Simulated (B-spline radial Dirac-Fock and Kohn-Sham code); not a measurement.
Dipole and non-dipole photoemission parameters of Pt 3d3/2

System: neutral platinum, 1s2 2s2 2p6 3s2 3p6 3d10 4s2 4p6 4d10 4f14 5s2 5p6 5d9 6s1; threshold 2202.0 eV (tabulated edge). The computed values come from a radial finite-basis atomic code: Dirac-Hartree-Slater photoionisation with a Latter tail; cross sections with all multipoles, angular parameters from the dipole term and its interference with E2.

For linearly polarised light dσ/dΩ = σ/(4π) [1 + β P₂(cos θ) + (δ + γ cos²θ) sin θ cos φ], with θ from the polarisation vector and φ the angle between the beam and the projection of the electron momentum on the plane normal to the polarisation.

```
hν (eV)  σ (kb)      β       γ       δ
   2880     183  0.814  -0.232  -0.001
   2990     166  0.877  -0.228   0.007
   3610    99.4  1.096  -0.103   0.044
   4000       ?      ?       ?       ?
   6330    18.9  1.288   0.660   0.111
   6900    14.4  1.287   0.796   0.121
   8400    7.65  1.265   1.110   0.145
 9251.7    5.57  1.246   1.261   0.158
  12000    2.33  1.176   1.665   0.201
```

Task: Give the values at 4000 eV.

Result: σ = 74.4 kb, β = 1.169, γ = 0.009, δ = 0.059.
